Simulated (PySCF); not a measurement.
SMILES [SiH2](N)O[SiH2]OB(O)O (GFN2-xTB optimised geometry):

```
16

Si    -0.779    -1.529    -2.157
N     -2.265    -1.465    -1.307
O      0.329    -0.703    -1.289
Si     0.763     0.147     0.000
O      0.422    -0.589     1.406
B     -0.463    -1.273     2.134
O     -0.133    -1.756     3.367
O     -1.729    -1.515     1.684
H     -0.156    -2.847    -2.341
H     -0.935    -0.797    -3.413
H     -2.220    -1.440    -0.296
H     -3.061    -1.995    -1.618
H      0.088     1.440     0.000
H      2.220     0.147     0.000
H      0.763    -1.567     3.642
H     -2.255    -2.009     2.315
```

Calculation: PySCF with B3LYP/def2-TZVP.

### Question
What are the frontier orbital energies and the dipole moment?

### Answer
HOMO-2 -8.80 eV, HOMO-1 -8.28 eV, HOMO -6.95 eV, LUMO 0.06 eV, LUMO+1 0.50 eV; dipole moment 2.02 D.

On the same geometry PBE/def2-TZVP run with PySCF gives HOMO-2 -7.52 eV, HOMO-1 -7.03 eV, HOMO -5.76 eV, LUMO -0.43 eV, LUMO+1 -0.15 eV; dipole moment 2.09 D.

Meta-Löwdin charges at B3LYP/def2-TZVP: Si1 1.02, N2 -0.77, O3 -0.84, Si4 1.14, O5 -0.64, B6 0.59, O7 -0.56, O8 -0.55, H9 -0.16, H10 -0.15, H11 0.25, H12 0.23, H13 -0.15, H14 -0.14, H15 0.36, H16 0.36.
